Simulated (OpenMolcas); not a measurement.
Ru I: effect of the level shift or regulariser

```yaml
Program: OpenMolcas
Basis: ANO-RCC-VDZP [6s5p3d1f]
Scalar_Hamiltonian: DKH2, point nucleus
Active_space: 8 electrons in 6 orbitals (4d 5s)
State_averaging: 2S+1 = 5 even, 15 roots; 2S+1 = 3 even, 75 roots kept (CI in the orbitals of an earlier block); 2S+1 = 1 even, 57 roots kept (CI in the orbitals of an earlier block)
Spin-orbit_coupling: RASSI with atomic mean-field integrals over the reference wave functions, term energies averaged over their components
```

Methods on the same reference wave functions:
A. CASSCF
B. MS-CASPT2, IPEA 0.25 Eh, imaginary shift 0.1 Eh (closed shells correlated: 4s 4p)
C. MS-CASPT2, IPEA 0.25 Eh, imaginary shift 0.3 Eh (closed shells correlated: 4s 4p)

Energies in cm⁻¹ above 4d⁷ 5s ⁵F₅, the measured ground level; measured values from NIST Handbook of Basic Atomic Spectroscopic Data.

| Level | A | B | C | Measured |
| --- | --- | --- | --- | --- |
| 4d⁷ 5s ⁵F₅ | 0.0 | 0.0 | 0.0 | 0.0 |
| 4d⁷ 5s ⁵F₄ | 1228 | 1219 | 1222 | 1191 |
| 4d⁷ 5s ⁵F₃ | 2170 | 2160 | 2160 | 2092 |
| 4d⁷ 5s ⁵F₂ | 2837 | 2820 | 2820 | 2713 |
| 4d⁷ 5s ⁵F₁ | 3262 | 3240 | 3240 | 3105 |
| 4d⁷ 5s ³F₄(1) | 9491 | 7000 | 7300 |  |
| 4d⁶ 5s² ⁵D₄ | 10580 | 3980 | 4090 | 7483 |
| 4d⁷ 5s ³F₃(1) | 11102 | 8590 | 8900 |  |
| 4d⁶ 5s² ⁵D₃ | 11638 | 5060 | 5170 | 8575 |
| 4d⁶ 5s² ⁵D₂ [59 %] | 12031 | 5700 | 5800 | 9058 |
| 4d⁷ 5s ³F₂(1) [63 %] | 12299 | 9490 | 9750 |  |
| 4d⁶ 5s² ⁵D₁ | 12529 | 6090 | 6200 | 9073 |
| 4d⁶ 5s² ⁵D₀ | 12727 | 6280 | 6390 | 9492 |
| 4d⁷ 5s ⁵P₃ | 12908 | 10690 | 10700 | 8771 |
| 4d⁷ 5s ⁵P₁ | 13796 | 11270 | 11290 | 9620 |
| 4d⁷ 5s ³G₅ | 15295 | 13560 | 13580 |  |
| 4d⁷ 5s ³G₄ | 15977 | 14160 | 14180 |  |
| 4d⁷ 5s ³G₃ | 16777 | 15000 | 15020 |  |
| 4d⁷ 5s ³P₁(1) [75 %] | 18034 | 13820 | 13840 |  |
| 4d⁷ 5s ³P₀(1) | 18640 | 14130 | 14160 |  |
| 4d⁷ 5s ³H₆ | 19548 | 17760 | 17770 |  |
| 4d⁷ 5s ¹G₄ [54 %] | 19624 | 16690 | 16770 |  |
| 4d⁷ 5s ³P₁(2) [74 %] | 20233 | 15950 | 16080 |  |
| 4d⁷ 5s ³H₅ | 20233 | 18400 | 18420 |  |

Deviations, from unrounded energies. A percentage is the sum of absolute deviations over the sum of measured energies, with the sign that they share, or ± where signs differ.

```tsv
Against measurement	Levels	A	B	C
mean absolute deviation (cm-1)	11	2200	1900	1800
fine structure of the ground term (%)	4	+4.4	+3.7	+3.8
other terms of the ground configuration (%)	2	+45.2	+19.4	+19.6
other configurations (%)	5	+36.2	-37.9	-36.7
```

B, C lie about equally close to measurement and A furthest from it. The largest miss of C in the table is 4d⁶ 5s² ⁵D₃, by -3400 cm-1. The ranking rests on the paired levels alone, and a cruder setting can come out closer through cancelling errors.

Between B and C the level of the table that moves most is 4d⁷ 5s ³F₃(1), by 300 cm-1 (lowest in B, highest in C). Moves below CASPT2's spread within the term are not significant.

The mean deviations of B to C differ by less than CASPT2's widest spread within a term (1100 cm-1), so their order carries little weight.

From A to B the spin-free energies of the other terms of 4d⁷ 5s shown, above ⁵F, scale by factors of 0.71 to 0.90.

The lowest spin-free term lies below A's lowest term by 0.374 hartree in B, 0.374 hartree in C.

Term energies are means over components that CASPT2 splits; among the terms shown or strongly mixed into the levels shown the widest spread is 1100 cm-1 (4d⁷ 5s ⁵F, B). Terms from blocks run as CI alone lack orbitals of their own. Configurations are named by rounded mean occupations; where the s occupation lies near a half they are strongly mixed, a name can repeat and a true partner stay unpaired. A single d shell beside an s shell can misplace configurations of different d count against each other. Without dynamic correlation excited terms often stand tens of per cent too high (terms of higher spin than the ground term too low), and those without a measured partner can miss by more than the paired ones (holds for A). Blocks of more than 70 roots (2S+1 = 3 even) ran without multistate coupling (holds for B; C). The CASPT2 spread within a term exceeds the gap to the next term for 4d⁷ 5s ³H and 4d⁷ 5s ³F(2), so the order of their levels is uncertain, and so are names and mixing where such terms share a J (holds for B; C). Some terms miss by over 15 % even with CASPT2, which points to a basis or an active space too small for the shells correlated (holds for B; C). Computed and measured levels are paired by configuration, term and J; levels that our copy of the source lacks, or whose pairing is in doubt (as where it misses far off the trend of its configuration), stay unpaired and out of the deviations. Levels of configurations outside the active space are missing. Levels that lie high or do not pair safely by name in every column are left out.

A share in square brackets marks a mixed level and gives the weight of the term that names it, the lowest over the columns. A number in round brackets counts repeated terms of one configuration in the order of the reference energies.
